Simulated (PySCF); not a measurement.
Al2(mu-F)2(Me)4, C₄H₁₂Al₂F₂, singlet, GFN2-xTB optimised geometry.

```
20

Al     0.56    -1.32     0.00
Al    -0.56     1.33     0.00
F      0.00     0.01    -1.17
C      2.54    -1.32     0.00
H      2.97    -0.86     0.89
H      2.98    -0.79    -0.86
H      2.94    -2.34    -0.04
C     -0.88    -2.68     0.00
H     -0.81    -3.37     0.84
H     -0.88    -3.30    -0.90
H     -1.88    -2.22     0.06
F      0.01     0.01     1.17
C      0.88     2.70    -0.01
H      0.82     3.37     0.85
H      0.85     3.33    -0.90
H      1.88     2.24     0.02
C     -2.54     1.32     0.01
H     -2.97     0.91     0.93
H     -2.98     0.75    -0.82
H     -2.94     2.34    -0.08
```

Density from PySCF 2.14.0 with B3LYP/def2-SVP at that geometry.

Minimum of the electron density along straight lines between bonded atoms, close to the bond critical point (lines longer than 1.1 times the sum of covalent radii, or with two minima, are not listed):

| bond | length / Å | ρ at the minimum / e bohr⁻³ | ∇²ρ there / e bohr⁻⁵ | position (fraction from the first atom) |
|---|---|---|---|---|
| Al1–F3 | 1.854 | 0.057 | 0.44 | 0.43 |
| Al2–F3 | 1.854 | 0.057 | 0.44 | 0.43 |
| Al1–C4 | 1.982 | 0.081 | 0.31 | 0.40 |
| C4–H5 | 1.095 | 0.265 | -0.91 | 0.62 |
| C4–H6 | 1.095 | 0.265 | -0.92 | 0.62 |
| C4–H7 | 1.093 | 0.267 | -0.92 | 0.62 |
| Al1–C8 | 1.982 | 0.081 | 0.31 | 0.40 |
| C8–H9 | 1.093 | 0.266 | -0.92 | 0.62 |
| C8–H10 | 1.094 | 0.266 | -0.92 | 0.62 |
| C8–H11 | 1.097 | 0.265 | -0.91 | 0.62 |
| Al1–F12 | 1.854 | 0.057 | 0.44 | 0.43 |
| Al2–F12 | 1.853 | 0.057 | 0.44 | 0.43 |
| Al2–C13 | 1.982 | 0.081 | 0.31 | 0.40 |
| C13–H14 | 1.093 | 0.266 | -0.92 | 0.62 |
| C13–H15 | 1.094 | 0.266 | -0.92 | 0.62 |
| C13–H16 | 1.097 | 0.265 | -0.91 | 0.62 |
| Al2–C17 | 1.982 | 0.081 | 0.31 | 0.40 |
| C17–H18 | 1.095 | 0.265 | -0.91 | 0.62 |
| C17–H19 | 1.095 | 0.265 | -0.92 | 0.62 |
| C17–H20 | 1.093 | 0.267 | -0.92 | 0.62 |
